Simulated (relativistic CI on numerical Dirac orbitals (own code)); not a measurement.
# Line list: Forbidden lines, Os⁵⁵⁺

Method of calculation: Dirac-Coulomb-Breit CI, KLI orbitals optimised for each configuration, model QED (radiative potential, 1s self-energy scaled to tabulated hydrogen-like ionisation energies), unscaled Slater integrals (own radial code, finite nucleus).

Configurations in the expansion (outside the closed core [Ne]): 3s²3p⁶3d³, 3s²3p⁵3d⁴, 3s3p⁶3d⁴, 3s²3p⁶3d²4s, 3s²3p⁶3d²4p, 3s²3p⁶3d²4d, 3s²3p⁵3d³4s, 3s²3p⁶3d²4f, 3s²3p⁵3d³4p, 3s3p⁶3d³4s, 3p⁶3d⁴4p, 3s3p⁶3d³4p, 3s²3p⁶3d4s4p, 3s²3p⁶3d²5s, 3s3p⁶3d³4d, 3s²3p⁶3d²5p, 3s²3p⁶3d4p4d, 3s²3p⁶3d²5f, 3s3p⁶3d²4s4p, 3p⁶3d⁵, 3p⁵3d⁶, 3p⁵3d⁵4s, 3p⁶3d⁴4s, 3p⁵3d⁴4s², 3s²3p⁶3d4s², 3s²3p⁶4s²4p, 3s²3p⁶4s²4d, 3s²3p⁶3d4p², 3s²3p⁶4s4p², 3s²3p⁶4p³, 3s²3p⁶4p²4d, 3s²3p⁵3d4s4p². Double excitations out of closed p, d and f shells are left out; levels of such configurations are missing from the list, as are those of other unlisted configurations, and high levels can miss mixing partners. These lack a partner that the ground configuration has and come out too high: 3s²3p⁵3d³4p.

| λ vac (Å) | Lower | Upper | Type | A (s⁻¹) | E lower (Ry) | E upper (Ry) |
| --- | --- | --- | --- | --- | --- | --- |
| 5.7023 | 3s²3p⁶3d³ ⁴F3/2 [1] | 3s²3p⁶3d²4s ⁴P1/2 [292] | E2 | 1.32e+10 | 0.000 | 159.808 |
| 5.7665 | 3s²3p⁶3d³ ⁴F3/2 [1] | 3s²3p⁶3d²4s ²F5/2 [289] | E2 | 1.64e+10 | 0.000 | 158.026 |
| 5.7712 | 3s²3p⁶3d³ ⁴F3/2 [1] | 3s²3p⁶3d²4s ⁴F3/2 [288] | E2 | 6.28e+09 | 0.000 | 157.900 |
| 5.9050 | 3s²3p⁶3d³ ⁴F5/2 [2] | 3s²3p⁶3d²4s ⁴P1/2 [292] | E2 | 4.72e+09 | 5.487 | 159.808 |
| 5.9740 | 3s²3p⁶3d³ ⁴F5/2 [2] | 3s²3p⁶3d²4s ²F5/2 [289] | E2 | 4.01e+09 | 5.487 | 158.026 |
| 5.9789 | 3s²3p⁶3d³ ⁴F5/2 [2] | 3s²3p⁶3d²4s ⁴F3/2 [288] | E2 | 1.10e+10 | 5.487 | 157.900 |
| 5.9935 | 3s²3p⁶3d³ ⁴P3/2 [3] | 3s²3p⁶3d²4s ²F5/2 [289] | E2 | 1.82e+09 | 5.985 | 158.026 |
| 5.9985 | 3s²3p⁶3d³ ⁴P3/2 [3] | 3s²3p⁶3d²4s ⁴F3/2 [288] | E2 | 9.55e+09 | 5.985 | 157.900 |
| 6.0040 | 3s²3p⁶3d³ ²H9/2 [4] | 3s²3p⁶3d²4s ²F5/2 [289] | E2 | 1.92e+10 | 6.249 | 158.026 |
| 6.0050 | 3s²3p⁶3d³ ²G7/2 [5] | 3s²3p⁶3d²4s ²F5/2 [289] | E2 | 1.08e+10 | 6.274 | 158.026 |
| 6.0100 | 3s²3p⁶3d³ ²G7/2 [5] | 3s²3p⁶3d²4s ⁴F3/2 [288] | E2 | 7.25e+09 | 6.274 | 157.900 |
| 6.0133 | 3s²3p⁶3d³ ²D5/2 [7] | 3s²3p⁶3d²4s ⁴P1/2 [292] | E2 | 3.06e+10 | 8.266 | 159.808 |
| 6.0154 | 3s²3p⁶3d³ ⁴P1/2 [6] | 3s²3p⁶3d²4s ⁴F3/2 [288] | E2 | 5.57e+09 | 6.412 | 157.900 |
| 6.0900 | 3s²3p⁶3d³ ²D5/2 [7] | 3s²3p⁶3d²4s ⁴F3/2 [288] | E2 | 9.37e+08 | 8.266 | 157.900 |
| 12.076 | 3s3p⁶3d⁴ ⁴H11/2 [213] | 3p⁶3d⁵ ⁴G11/2 [274] | E2 | 6.30e+08 | 79.505 | 154.964 |
| 12.086 | 3s3p⁶3d⁴ ⁴F9/2 [198] | 3p⁶3d⁵ ²H11/2 [266] | E2 | 8.06e+08 | 73.953 | 149.352 |
| 12.089 | 3s3p⁶3d⁴ ⁴H13/2 [215] | 3p⁶3d⁵ ²I13/2 [277] | E2 | 7.02e+08 | 79.952 | 155.335 |
| 12.123 | 3s3p⁶3d⁴ ²I11/2 [221] | 3p⁶3d⁵ ²H9/2 [281] | E2 | 5.52e+08 | 81.006 | 156.176 |
| 12.175 | 3s3p⁶3d⁴ ⁴H7/2 [216] | 3p⁶3d⁵ ⁴G11/2 [274] | E2 | 3.98e+08 | 80.115 | 154.964 |
| 12.238 | 3s3p⁶3d⁴ ²H11/2 [245] | 3p⁶3d⁵ ²H11/2 [295] | E2 | 1.57e+09 | 87.350 | 161.811 |
| 12.246 | 3s3p⁶3d⁴ ²G7/2 [203] | 3p⁶3d⁵ ²H11/2 [266] | E2 | 5.87e+08 | 74.940 | 149.352 |
| 12.260 | 3s3p⁶3d⁴ ²I11/2 [221] | 3p⁶3d⁵ ²I13/2 [277] | E2 | 9.30e+08 | 81.006 | 155.335 |
| 12.271 | 3s3p⁶3d⁴ ²F5/2 [241] | 3p⁶3d⁵ ⁴P5/2 [293] | E2 | 9.24e+08 | 86.785 | 161.047 |
| 12.334 | 3s3p⁶3d⁴ ²G9/2 [224] | 3p⁶3d⁵ ⁴G11/2 [274] | E2 | 3.91e+08 | 81.082 | 154.964 |
| 13.131 | 3s3p⁶3d⁴ ⁴H13/2 [215] | 3p⁶3d⁵ ²H11/2 [266] | E2 | 6.23e+08 | 79.952 | 149.352 |
| 13.156 | 3s3p⁶3d⁴ ²I13/2 [238] | 3p⁶3d⁵ ²I13/2 [277] | E2 | 4.87e+08 | 86.067 | 155.335 |
| 13.333 | 3s3p⁶3d⁴ ²I11/2 [221] | 3p⁶3d⁵ ²H11/2 [266] | E2 | 3.84e+08 | 81.006 | 149.352 |
| 13.404 | 3s3p⁶3d⁴ ²H11/2 [245] | 3p⁶3d⁵ ²I13/2 [277] | E2 | 5.37e+08 | 87.350 | 155.335 |
| 32.303 | 3s²3p⁵3d⁴ ⁴I°15/2 [87] | 3s²3p⁵3d⁴ ²I°13/2 [178] | M1 | 2.85e+08 | 39.938 | 68.148 |
| 33.479 | 3s²3p⁵3d⁴ ²I°13/2 [98] | 3s²3p⁵3d⁴ ²I°13/2 [178] | M1 | 1.50e+08 | 40.929 | 68.148 |

Terms are leading LS components. Brackets give the number of a level in order of energy, since labels repeat. The list gives strong lines, with weight on those to low levels, among the lowest 400 of 3779 levels, so that lines to higher ones, which can be the strongest, are missing. Levels whose partners in the same complex of configurations lie outside the list can be far off, and so can their lines. Rates are taken at the computed energies, electric ones in the length gauge.

At this charge energies of transitions that change n are usually good to better than 1 %, and those within a shell (Δn = 0) to a few per cent.

LS names give the leading component of a level, which can be under half, so a name can repeat, a term be missing and a line seem to break the LS rules.
